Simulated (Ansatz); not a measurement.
Basis sets compared for the cluster Ti4Al⁺. The state is a singlet with charge 1. Geometry B3LYP-D4/def2-SVP. Ansatz on 4 threads of Arm Neoverse V2 on a shared host; times are rough, and most runs start from earlier orbitals.

Cartesian coordinates in Å:
```
Ti 0.712 -1.020 0.443
Ti -0.729 -1.259 -1.318
Ti 0.982 0.856 1.529
Ti -1.482 0.336 0.444
Al 0.516 1.088 -1.097
```

The restricted singlet is unstable towards broken spin symmetry in Hartree–Fock (as tested in another run); at PBE-D4/def2-SVP, PBE-D4/def2-TZVP, PBE0-D4/def2-SVP, PBE0-D4/def2-TZVP this wasn't settled. No other spin state of charge 1 was run. Another isomer (singlet) lies 0.46 eV lower at PBE0-D4/def2-TZVP; other spin states weren't run for this one.

| level | functions | energy (Eh) | HOMO (eV) | LUMO (eV) | wall time |
| --- | --- | --- | --- | --- | --- |
| PBE-D4/def2-SVP | 142 | -3638.4085 | -7.63 | -7.40 | 4.4 s |
| PBE0-D4/def2-SVP | 142 | -3638.3741 | -8.42 | -6.43 | 8.5 s |

Task: Estimate the rows for PBE-D4/def2-TZVP (with forces), PBE0-D4/def2-TZVP.

Result: 
```csv
level,functions,energy (Eh),HOMO (eV),LUMO (eV),wall time
PBE-D4/def2-TZVP (with forces),217,-3638.9423,-7.77,-7.58,7 s
PBE0-D4/def2-TZVP,217,-3638.9008,-8.53,-6.64,33 s
```
